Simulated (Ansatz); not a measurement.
A nudged elastic band was laid between two geometries of BFH2O + H4Si (10 atoms, charge 0, multiplicity 1).

All numbers below come from Ansatz, RKS PBE0/6-31G*.

```
movable images  : 7
climbing image  : yes
spring          : 5.0 eV/Å²
optimiser       : quadratic models (default)
start path      : through a guess of the saddle point
force threshold : 0.05 eV/Å
iteration limit : 51
end points      : relaxed
```

First end point:

```xyz
10
Properties=species:S:1:pos:R:3
B -0.037 -0.788 0.016
O -0.080 -1.351 1.242
H -0.968 -1.309 1.617
F 1.126 -0.773 -0.616
H -0.998 -0.309 -0.522
Si 0.139 3.059 1.173
H 0.905 3.892 2.138
H 0.866 2.991 -0.123
H -1.208 3.656 0.958
H -0.020 1.686 1.725
```

Last end point:

```xyz
10
Properties=species:S:1:pos:R:3
B 0.148 0.397 0.041
O -0.372 -0.411 1.540
H -1.214 -0.037 1.844
F 1.394 -0.139 -0.095
H -0.717 -0.024 -0.692
Si 0.078 2.386 0.552
H 0.994 2.707 1.700
H 0.421 3.331 -0.552
H -1.292 2.772 1.039
H 0.285 -0.227 2.231
```

(1) What changes between the two ends?

(2) What energy profile does the band end with?

(3) What is the geometry of the highest image?

Results:

(1) Bonds broken: Si6–H10. Bonds formed: B1–Si6, O2–H10. BFH2O + H4Si becomes BFH6OSi.

(2) The run converged. The highest image is number 4 of 0 to 8, 238.3 kJ/mol above the first end and 93.7 kJ/mol above the last; the last end lies 144.6 kJ/mol above the first. Neighbouring images differ by up to 2.0 eV, so the band resolves the path poorly. A vibrational analysis at the climbing image gives one clearly imaginary mode, 1363i cm⁻¹: a first-order saddle point. The orbitals stay closed-shell, which can raise the energy where a bond breaks towards radicals; this wasn't checked here.

```
image  path coordinate (Å)  energy (kJ/mol)  Si6–H10 (Å)  B1–Si6 (Å)  O2–H10 (Å)
    0                 0.00              0.0         1.49        4.02        3.08
    1                 0.85              0.4         1.49        3.80        3.02
    2                 1.70              6.2         1.48        3.38        2.55
    3                 2.55             49.9         1.49        2.83        2.02
    4                 3.40            238.3         1.90        2.25        1.20
    5                 3.95            179.3         2.37        2.10        0.98
    6                 4.51            149.1         2.84        2.05        0.97
    7                 5.07            145.6         2.97        2.05        0.97
    8                 5.62            144.6         3.11        2.05        0.97
```

(3) 
```xyz
10
Properties=species:S:1:pos:R:3
B 0.146 0.209 0.270
O -0.209 -0.515 1.627
H -1.126 -0.828 1.580
F 1.423 -0.044 -0.077
H -0.728 0.102 -0.550
Si 0.091 2.390 0.807
H 1.116 2.920 1.753
H 0.447 2.836 -0.568
H -1.231 2.995 1.153
H -0.205 0.689 1.612
```

Time of the run: 7.8 min on 1 thread of Arm Neoverse V2 (shared host), peak memory 0.17 GiB.
